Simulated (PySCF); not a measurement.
Q: Give a PBE0-D3(BJ)/def2-SVP geometry of trimethylphosphine selenide, `CP(C)(C)=[Se]`.

A: 
```
atom  x, y, z in Å
C1     0.787   -1.421   -0.403
P2     0.270    0.077    0.498
C3     0.509    1.435   -0.694
C4    -1.541   -0.086    0.642
Se5    1.263    0.362    2.325
H6     0.246   -1.533   -1.355
H7     0.598   -2.292    0.241
H8     1.869   -1.360   -0.587
H9     0.150    2.366   -0.234
H10   -0.029    1.250   -1.637
H11    1.585    1.541   -0.890
H12   -2.013   -0.223   -0.343
H13   -1.762   -0.948    1.287
H14   -1.934    0.820    1.125
```

Orientation and origin are arbitrary. Atoms count from 1 in this order. P2 (phosphorus bonded to 3 C and Se) is distorted tetrahedral (angles from 104.3° to 114.4°). All 3 C–P bonds measure 1.823 to 1.824 Å.

Bonds between heavy atoms (Å): C1–P2 1.823, P2–C3 1.823, P2–C4 1.824, P2=Se5 2.099.

Theory: PBE0-D3(BJ)/def2-SVP geometry optimisation, gas phase in PySCF.

Point group: C3v (every atom within 0.08 Å of its image). PBE0-D3(BJ)/def2-SVP frequencies: not computed here.

Time: 95 s; peak memory 0.61 GiB. Hardware: an Intel Xeon Platinum 8375C at 2.90 GHz with one thread, no GPU, shared host with 48 logical CPUs at a one-minute load of 54. These figures are those of the optimisation.
